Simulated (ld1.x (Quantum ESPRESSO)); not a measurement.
Which change was made? (O, TM)

O, norm-conserving Troullier–Martins (Kleinman–Bylander form), made with ld1.x (Quantum ESPRESSO) 7.5 (PBE, scalar-relativistic). Core [He], reference 2s1 2p5. Waves: 2s (bound): rc 0.85 bohr; 2p (bound): rc 2.10 bohr; 3d channel at 0.25 Ry: rc 1.80 bohr. Local part: all-electron potential smoothed inside 1.45 bohr (lloc = -1). Core correction: Bessel-smoothed model core, default radius (core density twice the valence density).

Cutoffs, loose and tight: the cutoffs (Ry, on a coarse ladder) from which the occupation-weighted sum of valence levels, in a spherical-Bessel basis at the reference potential, stays within 10 and 1 mRy of its value at 400 Ry. They do not see the model core or the augmentation charge, which bear on the density cutoff. Test errors are all-electron minus pseudo excitation energies from the reference, over the configurations 2s2 2p4; 2s2 2p3; 2s2 2p2; 2s2 2p4.3; 2s0 2p6; 2s2 2p1; 2s2 2p0; variants that change the core or the reference have their own tests. The largest error is taken over the tests solved by every variant that gives reliable tests at all, those not shown here included: 2s0 2p6; 2s2 2p1; 2s2 2p2; 2s2 2p3; 2s2 2p4; 2s2 2p4.3.

The base gives: outcome: generated; cutoff, loose: 70 Ry; cutoff, tight: 160 Ry; bound ghosts: none; largest test error (meV): +3598.

Q: After one change the result is: outcome: generated; cutoff, loose: 60 Ry; cutoff, tight: 160 Ry; bound ghosts: s; largest test error (meV): +3870. Which change was it?
A. all radii but the core radius scaled by about 0.75 (s 0.64, p 1.56, d 1.34 bohr); local potential all-electron potential smoothed inside 1.08 bohr (lloc = -1)
B. all radii but the core radius scaled by about 1.19 (s 1.02, p 2.50, d 2.14 bohr); local potential all-electron potential smoothed inside 1.72 bohr (lloc = -1)
C. all radii but the core radius scaled by about 1.03 (s 0.88, p 2.16, d 1.86 bohr); local potential all-electron potential smoothed inside 1.50 bohr (lloc = -1)

A: C. The others give: all radii but the core radius scaled by about 1.19 (s 1.02, p 2.50, d 2.14 bohr); local potential all-electron potential smoothed inside 1.72 bohr (lloc = -1) → outcome: generated; cutoff, loose: 50 Ry; cutoff, tight: 120 Ry; bound ghosts: none; largest test error (meV): +6361 | all radii but the core radius scaled by about 0.75 (s 0.64, p 1.56, d 1.34 bohr); local potential all-electron potential smoothed inside 1.08 bohr (lloc = -1) → outcome: generated; cutoff, loose: 140 Ry; cutoff, tight: 230 Ry; bound ghosts: none; largest test error (meV): +1263.
